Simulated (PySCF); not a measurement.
CH3GeIO, SMILES C[O][Ge][I] (connectivity only; charge and spin as stated), neutral, multiplicity 1.

Geometry: B3LYP-D3(BJ)/def2-SVP. The structure was generated by enumeration; whether it is a known compound was not checked. The def2 effective core potentials stand for the cores of I; spin–orbit coupling is left out. One conformer was computed; it need not be the lowest.

Two levels are set side by side: TDDFT-PBE/def2-SVPD (PySCF) and TDDFT-B3LYP/def2-SVPD (PySCF). Vertical, same geometry. The lowest singlet is HOMO→LUMO 95 % with PBE and HOMO→LUMO 98 % with the other functional; states are paired by order. Differences are taken from unrounded values.

```
quantity                               TDDFT-B3LYP
-------------------------------------  -----------
lowest singlet excitation (eV)                3.43
lowest triplet excitation (TDA) (eV)          2.91
first bright state (f over 0.05) (eV)         5.43
its oscillator strength                       0.06
```

Question: What does TDDFT-PBE give, and how far is it from TDDFT-B3LYP? (Estimate from the structure and the level; the computed values follow.)

Answer: 
| quantity | TDDFT-PBE | TDDFT-PBE minus TDDFT-B3LYP |
|---|---|---|
| lowest singlet excitation (eV) | 3.14 | -0.28 |
| lowest triplet excitation (TDA) (eV) | 2.83 | -0.08 |
| first bright state (f over 0.05) (eV) | 5.04 | -0.40 |
| its oscillator strength | 0.05 | 0.00 |

Functionals without exact exchange tend to place singlet excitations lower, as here. Differences between two approximate levels are no errors against the true value.

Rough cost on one machine, each run with all the roots and properties that it gave: TDDFT-B3LYP against TDDFT-PBE about 3 times.
